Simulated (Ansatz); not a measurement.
Process, species as SMILES: Cl[SiH](Cl)Cl -> Cl[Si](Cl)Cl + H atom (the H-Si bond at the site shown breaks; other sites are not compared here)
Geometries: B3LYP-D3(BJ)/def2-TZVP minima from Ansatz (a program for electronic structure).

Quantity: bond dissociation energy (electronic energy difference), in eV. Correlated levels leave the core frozen unless marked. UHF or UKS for open shells. No spin-orbit coupling. No relativistic terms. CBS marks a two-point X^-3 extrapolation of the correlation energy; Hartree-Fock from the larger set. [CCSD(T)-MP2]/basis is that difference in the basis named.

| level | program | bond dissociation energy (eV) |
|---|---|---|
| PBE-D4/def2-TZVPD | Ansatz + dftd4 | 3.85 |
| BLYP/def2-TZVPD | Ansatz | [?] |
| revPBE-D3(BJ)/def2-TZVPD | Ansatz + dftd3 | 3.81 |
| B97M-V/def2-TZVPD | Ansatz | [?] |
| PBE0/STO-3G | Ansatz | 4.71 |
| PBE0-D3(BJ)/def2-TZVPD | Ansatz + dftd3 | 3.96 |
| PBE0-D4/def2-TZVP | Ansatz + dftd4 | 3.96 |
| PBE0-D4/def2-TZVPD | Ansatz + dftd4 | 3.95 |
| r2SCANh-D4/def2-TZVPD | Ansatz + dftd4 | 3.97 |
| r2SCAN0-D4/def2-TZVPD | Ansatz + dftd4 | 4.00 |
| HSE06-D4/def2-TZVPD | Ansatz + dftd4 | 3.95 |
| B2GP-PLYP-D3(BJ)/def2-TZVPD | Ansatz + dftd3 | [?] |
| B2PLYP-D3(BJ)/def2-TZVPD | Ansatz + dftd3 | 4.07 |
| B2PLYP-D4/def2-TZVPD | Ansatz + dftd4 | 4.07 |
| SCS-MP2/STO-3G | Ansatz | 4.38 |
| SCS-MP2/6-31G | Ansatz | 3.21 |
| RI-MP2/CBS(cc-pV(T+d)Z,cc-pV(Q+d)Z)+[CCSD(T)-MP2]/cc-pV(T+d)Z | Ansatz | 4.26 |

### Question
Some entries are withheld; supply them.

### Answer

- BLYP/def2-TZVPD, bond dissociation energy (eV): 3.88
- B97M-V/def2-TZVPD, bond dissociation energy (eV): 4.10
- B2GP-PLYP-D3(BJ)/def2-TZVPD, bond dissociation energy (eV): 4.08
